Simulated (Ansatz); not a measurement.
`CC[O][Sn]([CH3])([Cl])[Cl]` → `[CH3][Sn]([OH])([Cl])[Cl]` + `C=C` at 600 K and 1 bar (alkene loss).

Calculated with Ansatz (gas phase, PBE0-D4/def2-TZVP geometries, no zero-point term in ΔE). CCSD(T)/CBS is the MP2 limit (def2-TZVPP, def2-QZVPP) plus CCSD(T) − MP2 in def2-TZVPP, frozen cores. This one scheme is used for every species. def2 core potentials past Kr. For Sn outer-core shells are correlated without core-valence functions, which leaves a few kJ/mol of doubt a bond. Each species was taken in one conformer, which may not be the lowest.

| species | CCSD(T)/CBS energy (Eh) | H − E (kJ/mol) | S (J/(mol·K)) |
| --- | --- | --- | --- |
| `CC[O][Sn]([CH3])([Cl])[Cl]` | -1327.85357 | 377.3 | 602.8 |
| `[CH3][Sn]([OH])([Cl])[Cl]` | -1249.34724 | 203.3 | 502.7 |
| `C=C` | -78.48111 | 161.6 | 257.2 |

H − E and S are ideal-gas, rigid-rotor, harmonic terms from PBE0-D4/def2-TZVP, for one conformer and one mirror image of each species. 1 Eh = 2625.50 kJ/mol, R = 8.31446 J/(mol·K).

**Question.** By hand: ΔE, ΔH, ΔS and ΔG.

**Answer.** ΔE = (-1249.34724) + (-78.48111) − (-1327.85357) = 0.02522 Eh = 66.2 kJ/mol. Δ(H − E) = 203.3 + 161.6 − 377.3 = -12.4, so ΔH = 53.8 kJ/mol. ΔS = 502.7 + 257.2 − 602.8 = 157.1 J/(mol·K). ΔG = 53.8 − 600 × (157.1)/1000 = -40.5 kJ/mol.

**Question.** By hand: the equilibrium constant, and the temperature at which ΔG would vanish if ΔH and ΔS stayed fixed.

**Answer.** log₁₀ K = −ΔG/(RT ln 10) = 3.5. ΔG = 0 at ΔH/ΔS = 342 K.

The number of gas molecules changes by +1, which sets the sign of ΔS. A doubt of 5 kJ/mol in ΔE shifts log₁₀ K by 0.4 here. Other conformers and mirror images would add mixing entropy, several J/(mol·K) or more a flexible species. Modes under 60 cm⁻¹, often nearly free rotors, make the harmonic entropy too high. These are equilibria of isolated gas molecules and say nothing of rates. Largest T1 diagnostic: 0.012 (customary marks: 0.02 for closed shells, 0.045 for open ones).
